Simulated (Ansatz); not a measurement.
`C[SiH](F)[SiH2]O` + CH₃SH → `CS[SiH2]O` + `C[SiH2]F`  (cleavage of the Si–Si bond)

Program: Ansatz. Geometries: PBE0-D4/def2-TZVP. ΔE: electronic, gas phase. CCSD(T)/CBS adds triple-zeta CCSD(T) − MP2 to the extrapolated MP2 energy (def2 sets, frozen cores). This one scheme is used for every species. DFT in def2-TZVPP. B3LYP here is the variant with VWN-RPA as its local correlation; programs differ in this. HSE06 is defined as in plane-wave codes. Each species was taken in one conformer, which may not be the lowest.

**Question.** Is it downhill or uphill in electronic energy at CCSD(T)/CBS, and by how much? (An estimate is asked.)

**Answer.** Ansatz gave: Downhill: ΔE = -89.3 kJ/mol.

**Question.** What do these levels give: revPBE-D4, PBE0-D4, B3LYP-D4, r2SCAN, r2SCAN0, HSE06, RPA@PBE/def2-TZVPP, CCSD/def2-SVP, CCSD(T)/def2-SVP, SCS-MP2/def2-TZVPP, SCS-MP2/def2-QZVPP, MP2/CBS(def2)? (An estimate is asked.)

**Answer.** Computed: revPBE-D4 -78.2, PBE0-D4 -80.7, B3LYP-D4 -83.8, r2SCAN -87.3, r2SCAN0 -89.2, HSE06 -80.8, RPA@PBE/def2-TZVPP -83.4, CCSD/def2-SVP -85.2, CCSD(T)/def2-SVP -85.4, SCS-MP2/def2-TZVPP -94.8, SCS-MP2/def2-QZVPP -95.9, MP2/CBS(def2) -100.1 kJ/mol.

**Question.** What do rigid-rotor, harmonic-oscillator terms from PBE0-D4/def2-TZVP frequencies (298.15 K, 1 bar) make of the CCSD(T)/CBS value? (Estimate.)

**Answer.** Computed: ΔZPE = +3.1 kJ/mol, ΔH = -88.3 kJ/mol, ΔS = -10 J/(mol·K), ΔG = -85.2 kJ/mol. Modes under 50 cm⁻¹ make the entropy rough.

Largest T1 diagnostic among the species: 0.012.

At CCSD(T), def2-SVP lies +3.9 kJ/mol from the extrapolated value and def2-TZVPP +1.9 kJ/mol. From PBE to PBE0 (25 % exact exchange), in def2-TZVPP and without D4, ΔE moves by −4.4 kJ/mol. Leaving LDA and LC-ωPBE aside and taking each functional with its dispersion term where it has one, the values, not all of them listed here, spread over 14.5 kJ/mol, from ωB97M-V to PBE-D4. LDA lies −3.6 kJ/mol from PBE without D4.
